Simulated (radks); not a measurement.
Coulomb parameter of the 4f shell of the europium ion Eu+ in the model configuration [Xe] 4f5.5 5d1.5 6s1, as a second difference U = [E(n + 0.5) + E(n - 0.5) - 2 E(n)] / (0.5)^2 with all orbitals relaxed. "Bare": the charge of the atom changes with n. "Screened": the 5d shell takes up the change at fixed total charge, which measures U(4f,4f) + U(5d,5d) - 2 U(4f,5d). All-electron calculation, scalar-relativistic Kohn-Sham, PBE, spin-unpolarised, spherical densities, finite nucleus; Fermi nuclear charge, rms radius 5.1115 fm. Program: a radial shooting solver on a logarithmic mesh with Libxc functionals.

[
 {"case": "start", "configuration": "[Xe] 4f5.5 5d1.5 6s1", "E - E(n) (eV)": "0.000"},
 {"case": "bare +0.5", "configuration": "[Xe] 4f6 5d1.5 6s1", "E - E(n) (eV)": "-7.045"},
 {"case": "bare -0.5", "configuration": "[Xe] 4f5 5d1.5 6s1", "E - E(n) (eV)": "11.001"},
 {"case": "screened +0.5", "configuration": "[Xe] 4f6 5d1 6s1", "E - E(n) (eV)": "-3.739"},
 {"case": "screened -0.5", "configuration": "[Xe] 4f5 5d2 6s1", "E - E(n) (eV)": "5.069"}
]

U(bare) = 15.825 eV, U(screened by 5d) = 5.317 eV, against the Slater integral F0(4f,4f) = 29.353 eV with frozen orbitals.
